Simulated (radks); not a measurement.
Results of a calculation; reference values are marked as such.
Initial-state core-level shifts of neutral promethium when its valence configuration changes from [Xe] 4f5 6s2. Level of theory: scalar-relativistic Kohn-Sham, PBEsol, spin-polarised, spherical densities, finite nucleus; open shells are filled with parallel spins first (spin-orbit coupling, left out, can overturn this in heavy ions); Fermi nuclear charge, rms radius 4.962 fm (a radial shooting solver on a logarithmic mesh with Libxc functionals). Shifts are changes of the shell-averaged eigenvalues in eV (positive: less bound); the change of the density at the nucleus, which sets a Mossbauer isomer shift, is in e/bohr^3, on a base of 5.131e+05.

| valence | 1s | 4s | 4p | 5p | density at nucleus |
|---|---|---|---|---|---|
| 4f5 5d0.5 6s1.5 | +0.646 | +0.648 | +0.656 | +0.734 | -10.55 |
| 4f7 | +3.483 | +4.382 | +4.287 | +1.261 | -54.58 |
| 4f5.5 6s1.5 | +3.031 | +3.432 | +3.384 | +1.895 | -20.94 |
| 4f4 5d1 6s2 | -6.350 | -7.349 | -7.176 | -2.711 | +29.32 |
| 4f5.5 6s0.5 6p1 | +1.999 | +2.428 | +2.376 | +0.804 | -37.45 |
| 4f5 6s1 6p1 | -1.062 | -1.063 | -1.062 | -1.019 | -16.77 |
